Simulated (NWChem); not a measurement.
Species: SiNH₂Cl₂F; SMILES N[Si](F)(Cl)Cl

```xyz
7

N      1.3777    -0.0644     1.3228
Si     0.3292    -0.0049    -0.0152
F      1.0515    -0.1546    -1.4688
Cl    -1.0024    -1.5660     0.1095
Cl    -0.6117     1.8227    -0.0454
H      1.9416     0.7428     1.5930
H      1.7457    -0.9505     1.6719
```
Atoms are numbered in this order, from 1.

All runs: NWChem. Structure relaxed at the PBE-D3(BJ)/def2-SVP level. Atomic charges in e: unrestrained fits to the electrostatic potential beside Mulliken populations; buried atoms are poorly determined by the fit.

Problem. Predict the results for B3LYP/def2-SVP. Quantities: ESP N1; Mulliken N1; ESP Si2; Mulliken Si2; ESP F3; Mulliken F3; ESP Cl4; Mulliken Cl4; ESP Cl5; Mulliken Cl5; relative RMS misfit of the potential (%).

Solution. 
```
Item                                      Value
----------------------------------------  -----
ESP N1                                    -0.90
Mulliken N1                               -0.35
ESP Si2                                    0.85
Mulliken Si2                               0.84
ESP F3                                    -0.30
Mulliken F3                               -0.32
ESP Cl4                                   -0.20
Mulliken Cl4                              -0.23
ESP Cl5                                   -0.20
Mulliken Cl5                              -0.23
relative RMS misfit of the potential (%)     27
```
